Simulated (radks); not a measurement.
Excited configurations of Hf LXII: one electron is placed in a higher orbital outside [Ne]. The ground configuration is [Ne] 3s1. Calculated with a radial shooting solver on a logarithmic mesh with Libxc functionals: Dirac Kohn-Sham, PBE, spin-unpolarised, spherical densities, finite nucleus; open shells fill j = l - 1/2 first; Fermi nuclear charge, rms radius 5.347 fm. Excitation = E - E(ground); binding = E(ion) - E, where the ion is the core of charge +62; n* = 62/sqrt(2 binding) in atomic units. These energies are relativistic, and a one-electron ion of charge +62 with no core already has n* below n in this formula (Dirac formula, point nucleus: 3p1/2 2.918, 3d3/2 2.974, 4d3/2 3.968, 4f5/2 3.985, 5s1/2 4.907, 5p1/2 4.907, 5d3/2 4.964, 6s1/2 5.905, 6f5/2 5.979, 7s1/2 6.903, 7d3/2 6.959). The quantum defect is therefore taken as that value minus n*, so that it holds no relativistic shift of the bare ion.

outer orbital  excitation (eV)  binding (eV)     n*  quantum defect  eigenvalue (eV)  <r> (bohr)
3p1/2                   146.58        6542.0  2.827           0.091          -6477.9      0.1768
3d3/2                   666.53        6022.1  2.947           0.027          -5950.2      0.1604
4d3/2                   3314.5        3374.1  3.937           0.030          -3344.1      0.3256
4f5/2                   3390.7        3297.9  3.982           0.003          -3261.0      0.2854
5s1/2                   4403.3        2285.3  4.784           0.124          -2268.8      0.5528
5p1/2                   4433.9        2254.7  4.816           0.091          -2237.8      0.5443
5d3/2                   4537.2        2151.4  4.931           0.033          -2133.7      0.5386
6s1/2                   5123.0        1565.6  5.780           0.125          -1554.5      0.8074
6f5/2                   5219.3        1469.3  5.966           0.012          -1457.2      0.7635
7s1/2                   5549.5        1139.1  6.776           0.127          -1131.1       1.110
7d3/2                   5596.6        1092.0  6.921           0.039          -1084.1       1.110

The Delta-SCF ionisation energy is 6688.6 eV (NIST Atomic Spectra Database: 6674 eV, theoretical). Self-interaction in the functional shifts the binding energies and quantum defects, so they are the method's values and not measured ones. Spin polarisation and multiplet splitting are left out, so open shells lie too high by an amount that depends on their filling.

Beside tabulated values, note that spin-unpolarised runs miss the spin-polarisation part of the exchange energy of open shells.
